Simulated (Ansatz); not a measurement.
```yaml
crystal:
  periodic: [false, false, false]
  atoms:
    - {symbol: N, position_ang: [-1.087372, 1.523434, 0.361928]}
    - {symbol: As, position_ang: [0.643205, 1.036933, -0.066597]}
    - {symbol: C, position_ang: [0.555576, -0.949858, -0.012089]}
    - {symbol: O, position_ang: [-0.031201, -1.481854, -1.177245]}
    - {symbol: H, position_ang: [-1.567537, 0.867845, 0.965318]}
    - {symbol: H, position_ang: [-1.637462, 1.653637, -0.475822]}
    - {symbol: H, position_ang: [1.195399, 1.139766, 1.353454]}
    - {symbol: H, position_ang: [1.570051, -1.335188, 0.161146]}
    - {symbol: H, position_ang: [-0.070326, -1.264668, 0.825030]}
    - {symbol: H, position_ang: [0.512666, -1.241148, -1.932223]}
basis:
  gaussian: {orbitals: aug-cc-pVTZ}
magnetization: {spin_polarized: true, initial_magnetization: 1}
hamiltonian: {xc: {name: SPW92}}
scf: {lower_state_search: off}
output: {forces: true}
```

```sh
$ ansatz run in.yaml --threads 4 --pin off --events-out ev --progress --plain --max-ram 10444MiB
```

**Question.** How does Ansatz answer? (Best estimate.)

**Answer.** Computed: The input was rejected before any iteration.
```
Error: a molecule whose nuclei and cores have a total charge of 60 cannot have a net charge of 0 together with 1 unpaired electrons
```
